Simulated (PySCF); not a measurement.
## Worked example: oscillator strength and radiative lifetime

C2H7FSSi, SMILES F[Si](S)(C)C.

Coordinates come from a TPSSh-D3(BJ)/def2-SVP optimisation. This is a generated structure with no PubChem entry under its InChIKey; it may be hypothetical. One conformer was computed; it need not be the lowest.

TDDFT-PBE/def2-SVPD (PySCF) puts the first singlet state with f over 0.02 at 5.49 eV (vertical), with the transition dipole (0.365, 0.158, -0.062) in atomic units.

**Question.** Find the oscillator strength, the wavelength and the radiative lifetime that this transition would have in vacuum if emission retraced absorption.

**Answer.** 
|μ|² = 0.1620 au, so |μ| = 1.02 D. ΔE = 5.49/27.211 = 0.2018 hartree. f = (2/3) ΔE |μ|² = 0.022 (the program prints 0.022).
λ = 1239.84/5.49 = 226 nm; ν = 44280 cm⁻¹.
Einstein's coefficient A = 0.6670 ν² f s⁻¹ (ν in cm⁻¹) = 2.9e7 s⁻¹, so τ = 1/A = 35 ns. This state is S1. The figure is the radiative limit of this one transition; relaxation, internal conversion, crossing to triplets and a medium change what is measured.
